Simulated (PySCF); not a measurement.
C6H9N3.
Numbering: `[CH2:1]=[CH:2][n:3]1[cH:4][c:5]([CH2:6][CH3:7])[n:8][n:9]1` (hydrogens: H10, H11 on C1; H12 on C2; H13 on C4; H14, H15 on C6; H16, H17, H18 on C7)

Structure used (PBE0-D3(BJ)/def2-SVP), in Å, numbered top down from 1:
```
atom  x, y, z in Å
C1     3.132    0.185    1.442
C2     1.860    0.316    1.816
N3     0.756    0.329    0.959
C4     0.674    0.210   -0.394
C5    -0.673    0.301   -0.662
C6    -1.414    0.231   -1.954
C7    -2.402   -0.929   -2.004
N8    -1.320    0.461    0.530
N9    -0.469    0.478    1.488
H10    3.436    0.071    0.400
H11    3.915    0.188    2.200
H12    1.549    0.431    2.857
H13    1.540    0.079   -1.034
H14   -0.689    0.162   -2.780
H15   -1.957    1.181   -2.093
H16   -1.882   -1.896   -1.926
H17   -2.975   -0.921   -2.943
H18   -3.110   -0.862   -1.165
```

Level: PBE0/pcSseg-1 in PySCF, non-relativistic, on one gas-phase PBE0-D3(BJ)/def2-SVP geometry that isn't relaxed in the solvent. The solvent is an IEF-PCM continuum (cavity from Bondi-type radii × 1.2). Specific hydrogen bonds and non-electrostatic terms are outside this model.

| run | E − E(gas) (kcal/mol) | HOMO (eV) | HOMO–LUMO gap (eV) | dipole (D) |
| --- | --- | --- | --- | --- |
| gas | 0.00 | -7.20 | 6.05 | 3.80 |
| P | -7.86 | -7.18 | 6.06 | 5.51 |
| Q | -6.44 | -7.17 | 6.06 | 5.17 |

Q: The runs were made in acetonitrile and tetrahydrofuran. Which run belongs to which solvent?

A: P = acetonitrile, Q = tetrahydrofuran. The dielectric constants are 7.426 (tetrahydrofuran), 35.69 (acetonitrile), and the energy falls further as ε rises. In this model the ground state sees the solvent through ε alone.

Q: How constant is the ratio of the lowering to (ε − 1)/(2ε + 1)?

A: 
| solvent | (ε − 1)/(2ε + 1) | E − E(gas) (kcal/mol) | ratio (kcal/mol) | polarisation term (kcal/mol) |
| --- | --- | --- | --- | --- |
| tetrahydrofuran | 0.405 | -6.44 | -15.9 | -7.78 |
| acetonitrile | 0.479 | -7.86 | -16.4 | -9.93 |

The ratio changes by +3.3 % in size from tetrahydrofuran to acetonitrile. The polarisation term is half the interaction of the solute with the induced surface charges.

Hardware: an Arm Neoverse V1 with one thread, shared host with 32 logical CPUs at a one-minute load of 19. Cost: 32 s of wall time, 1.1 GiB resident at most. This is the whole shielding run at PBE0/pcSseg-1 in acetonitrile, SCF included.
